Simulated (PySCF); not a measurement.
B(Cl)(F)(OAc) (C2H3BClFO2), SMILES CC(=O)OB(F)Cl. The structure is a stationary point at TPSSh-D3(BJ)/def2-SVP. The structure was generated by enumeration, and PubChem lists no compound with its InChIKey, so it may never have been made. The values are those of a single conformer.

Problem. Give the equilibrium geometry at TPSSh-D3(BJ)/def2-SVP (PySCF confirms it by a frequency run) as Cartesian coordinates in Å. (The exact figures need the calculation; the answer reports its results.)

Solution. Several could match; the one computed here: 
```xyz
10

B      0.7236     0.4682     0.6379
Cl     0.3584    -0.8847     1.6944
F      1.5458     1.4123     1.0618
O      0.2686     0.5751    -0.6441
C     -0.8620    -0.0195    -1.1884
C     -0.6768    -0.2588    -2.6583
O     -1.8365    -0.2498    -0.5329
H     -1.6001    -0.6652    -3.0856
H      0.1562    -0.9622    -2.8127
H     -0.4034     0.6840    -3.1554
```
